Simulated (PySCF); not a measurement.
Gas-phase reaction: GeO2 + 2 Cl = GeCl2 + 2 O

Energies from PySCF, thermal terms from the rigid-rotor harmonic-oscillator model, ideal gas at 1 bar. † marks an energy on the PBE0/def2-TZVP geometry and frequencies; other levels use their own. MP2 and CCSD(T) freeze the core. 6-31G* has spherical d functions here. Open shells (unrestricted): Cl (multiplicity 2, electronic degeneracy 6), O (multiplicity 3, electronic degeneracy 9); the rest are closed-shell singlets. Spin-orbit splitting is ignored; it lowers the true energy and changes the entropy of Cl, O. B3LYP is the form with VWN-RPA correlation. Ge: all electrons, no relativistic terms. GeO2: computed as isolated molecules; such fragments, hydroxides, amides, oligomers or adducts are transient or little studied in the gas. MP2 isn't extrapolated to the basis-set limit; its ΔH°(298 K) is 211.2 kJ in def2-SVP and 237.1 kJ in def2-TZVPP. CCSD(T) isn't extrapolated to the basis-set limit; its ΔH°(298 K) is 134.2 kJ in def2-SVP and 163.4 kJ in def2-TZVPP. The harmonic model lacks anharmonicity and excited electronic states, which grow with temperature; levels with a mode under 35 cm⁻¹ are left out. Warning, large T1 diagnostic: GeO2 (CCSD(T)/def2-SVP†).

```
level               ΔE electronic, kJ  ΔH°(298 K), kJ  ΔS°(298 K), J/K  ΔG°(1800 K), kJ
------------------  -----------------  --------------  ---------------  ---------------
B3LYP/6-31G*                      130             123               37               54
B3LYP/def2-TZVP†                  162             155               38               84
CCSD(T)/def2-SVP†                 142             134               38               63
HF/6-31G*                        -228            -236               38             -307
M06-2X/def2-TZVP†                 145             138               38               67
MP2/def2-TZVPP†                   245             237               38              166
PBE0/def2-SVP†                    113             105               38               34
LDA/def2-TZVP†                    307             299               38              228
ωB97M-V/def2-TZVP†                135             128               38               57
```
ΔH° is lowest at HF/6-31G* and highest at LDA/def2-TZVP†. No reference value is set beside these.
